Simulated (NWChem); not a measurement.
All runs are NWChem calculations. System: HAl, charge 0, spin multiplicity 1, at a geometry optimised with PBE/def2-SVP. The structure started from a generated list of species. Level: RHF/cc-pVDZ, spin-restricted.

NWChem printed:

```
             Northwest Computational Chemistry Package (NWChem) 7.3.0
             --------------------------------------------------------

                                NWChem Input Module
                                -------------------

 Scaling coordinates for geometry "geometry" by  1.889725989
 (inverse scale =  0.529177249)

                             Geometry "geometry" -> ""
                             -------------------------

 Output coordinates in angstroms (scale by  1.889725989 to convert to a.u.)

  No.       Tag          Charge          X              Y              Z
 ---- ---------------- ---------- -------------- -------------- --------------
    1 Al                  13.0000     0.00000000     0.00000000     0.12029700
    2 H                    1.0000     0.00000000     0.00000000    -1.56385800

 Effective nuclear repulsion energy (a.u.)       4.0847215589

            Nuclear Dipole moment (a.u.)
            ----------------------------
        X                 Y               Z
 ---------------- ---------------- ----------------
     0.0000000000     0.0000000000     0.0000056692


 Summary of "ao basis" -> "" (spherical)
 ------------------------------------------------------------------------------
       Tag                 Description            Shells   Functions and Types
 ---------------- ------------------------------  ------  ---------------------
 *                          cc-pvdz                   on all atoms

 Summary of "ao basis" -> "ao basis" (spherical)
 ------------------------------------------------------------------------------
       Tag                 Description            Shells   Functions and Types
 ---------------- ------------------------------  ------  ---------------------
 Al                         cc-pvdz                  8       18   4s3p1d
 H                          cc-pvdz                  3        5   2s1p

                                 NWChem SCF Module
                                 -----------------

  ao basis        = "ao basis"
  functions       =    23
  atoms           =     2
  closed shells   =     7
  open shells     =     0
  charge          =   0.00
  wavefunction    = RHF
  use symmetry    = F
  symmetry adapt  = F

 Summary of "ao basis" -> "ao basis" (spherical)
 ------------------------------------------------------------------------------
       Tag                 Description            Shells   Functions and Types
[...]
         Total SCF energy =   -242.453849589439
      One-electron energy =   -345.443176791959
      Two-electron energy =     98.904605643639
 Nuclear repulsion energy =      4.084721558880

        Time for solution =      0.0s

             Final eigenvalues
             -----------------

              1
    1  -58.4943
    2   -4.9043
    3   -3.2137
    4   -3.2137
    5   -3.2115
    6   -0.4914
    7   -0.2879
    8    0.0314
    9    0.0314
   10    0.1579
   11    0.2766
   12    0.3644
   13    0.3677
   14    0.3677
   15    0.4192
   16    0.4192
   17    0.4222

                       ROHF Final Molecular Orbital Analysis
                       -------------------------------------

 Vector    5  Occ=2.000000D+00  E=-3.211539D+00
              MO Center=  9.8D-17, -1.8D-16,  1.2D-01, r^2= 1.3D-01
   Bfn.  Coefficient  Atom+Function         Bfn.  Coefficient  Atom+Function
  ----- ------------  ---------------      ----- ------------  ---------------
     7      0.999792  1 Al pz

 Vector    6  Occ=2.000000D+00  E=-4.914453D-01
              MO Center=  3.2D-16, -2.4D-16, -8.8D-01, r^2= 1.6D+00
   Bfn.  Coefficient  Atom+Function         Bfn.  Coefficient  Atom+Function
  ----- ------------  ---------------      ----- ------------  ---------------
     3      0.396788  1 Al s                 19      0.330321  2 H  s
     4      0.252950  1 Al s                 20      0.218425  2 H  s

 Vector    7  Occ=2.000000D+00  E=-2.878822D-01
              MO Center= -6.0D-16,  5.5D-16,  2.9D-01, r^2= 3.0D+00
   Bfn.  Coefficient  Atom+Function         Bfn.  Coefficient  Atom+Function
  ----- ------------  ---------------      ----- ------------  ---------------
     4      0.472752  1 Al s                  3      0.348063  1 Al s
    10      0.296481  1 Al pz                20     -0.263029  2 H  s
    13      0.252081  1 Al pz                19     -0.235904  2 H  s

 Vector    8  Occ=0.000000D+00  E= 3.136159D-02
              MO Center=  6.0D-16, -2.8D-15,  1.1D-01, r^2= 4.7D+00
   Bfn.  Coefficient  Atom+Function         Bfn.  Coefficient  Atom+Function
  ----- ------------  ---------------      ----- ------------  ---------------
    12      0.817159  1 Al py                 9      0.261883  1 Al py

 Vector    9  Occ=0.000000D+00  E= 3.136159D-02
              MO Center=  2.9D-15, -9.9D-16,  1.1D-01, r^2= 4.7D+00
   Bfn.  Coefficient  Atom+Function         Bfn.  Coefficient  Atom+Function
  ----- ------------  ---------------      ----- ------------  ---------------
    11      0.817159  1 Al px                 8      0.261883  1 Al px

 Vector   10  Occ=0.000000D+00  E= 1.579277D-01
              MO Center= -4.4D-16,  4.0D-16,  2.0D-01, r^2= 6.4D+00
   Bfn.  Coefficient  Atom+Function         Bfn.  Coefficient  Atom+Function
  ----- ------------  ---------------      ----- ------------  ---------------
    13      1.504664  1 Al pz                20      1.471881  2 H  s
     4     -1.097717  1 Al s                 19      0.159612  2 H  s

 center of mass
 --------------
 x =   0.00000000 y =   0.00000000 z =   0.11273144

 moments of inertia (a.u.)
 ------------------
           9.840577929039           0.000000000000           0.000000000000
           0.000000000000           9.840577929039           0.000000000000
           0.000000000000           0.000000000000           0.000000000000

  Mulliken analysis of the total density
  --------------------------------------

    Atom       Charge   Shell Charges
 -----------   ------   -------------------------------------------------------
    1 Al  13    12.76   2.00  2.01  0.97  0.86  6.00  0.49  0.37  0.07
    2 H    1     1.24   0.69  0.54  0.01

       Multipole analysis of the density wrt the origin
       ------------------------------------------------

     L   x y z        total         open         nuclear
     -   - - -        -----         ----         -------
     0   0 0 0     -0.000000      0.000000     14.000000

     1   1 0 0      0.000000      0.000000      0.000000
     1   0 1 0     -0.000000      0.000000      0.000000
     1   0 0 1     -0.027767      0.000000      0.000006

     2   2 0 0     -9.208999      0.000000      0.000000
     2   1 1 0      0.000000      0.000000      0.000000
     2   1 0 1     -0.000000      0.000000      0.000000
     2   0 2 0     -9.208999      0.000000      0.000000
     2   0 1 1      0.000000      0.000000      0.000000
     2   0 0 2    -15.468369      0.000000      9.405396

 Task  times  cpu:        0.1s     wall:        0.1s

 Total times  cpu:        0.2s     wall:        0.2s
```

Problem. Write an NWChem input that would produce this output.

Solution. Several could match; the one computed here: 
```
start mol
memory heap 200 mb stack 900 mb global 1100 mb
geometry units angstroms nocenter noautoz noautosym
  Al     0.000000     0.000000     0.120297
  H      0.000000     0.000000    -1.563858
end
basis spherical
  * library cc-pvdz
end
scf
  rhf
  nopen 0
  maxiter 100
  thresh 1e-7
  semidirect memsize 60000000 filesize 0
end
task scf energy
```
